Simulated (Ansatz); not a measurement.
The cluster GaF₃. Charge 0, multiplicity 1. Geometry PBE-D4/def2-TZVP.

```xyz
4

Ga    0.0000    0.0002    0.0000
F    -0.4310    0.2722    1.6700
F    -0.6554    1.0282   -1.2500
F     1.0864   -1.3006   -0.4200
```

The 6-31G sets use Cartesian d functions. B3LYP takes the VWN-RPA correlation. The structure comes from a short search, and lower isomers may exist.

(1) Estimate the orbital energies around the gap (eV) in Ansatz with HF/6-31G, PBE-D4/def2-TZVPD, BLYP-D4/def2-TZVP, r2SCAN-D4/def2-TZVPD, B3LYP-D4/6-31G.

## Answers

(1) 
| orbital | HF/6-31G | PBE-D4/def2-TZVPD | BLYP-D4/def2-TZVP | r2SCAN-D4/def2-TZVPD | B3LYP-D4/6-31G |
| --- | --- | --- | --- | --- | --- |
| HOMO−5 | -17.92 | -10.55 | -10.41 | -10.99 | -11.91 |
| HOMO−4 | -17.26 | -9.94 | -9.79 | -10.39 | -11.10 |
| HOMO−3 | -17.26 | -9.94 | -9.79 | -10.39 | -11.10 |
| HOMO−2 | -17.18 | -9.88 | -9.73 | -10.32 | -11.09 |
| HOMO−1 | -16.85 | -9.88 | -9.73 | -10.32 | -11.09 |
| HOMO | -16.85 | -9.73 | -9.59 | -10.20 | -11.00 |
| LUMO | 0.52 | -3.71 | -3.63 | -3.35 | -3.13 |
| LUMO+1 | 1.26 | -1.91 | -1.88 | -1.52 | -1.53 |
| LUMO+2 | 3.79 | 0.53 | 0.99 | 1.20 | 1.23 |
| LUMO+3 | 3.79 | 0.53 | 0.99 | 1.20 | 1.23 |
| LUMO+4 | 5.70 | 0.69 | 3.76 | 1.23 | 2.74 |
| LUMO+5 | 6.13 | 1.93 | 4.87 | 2.46 | 3.01 |
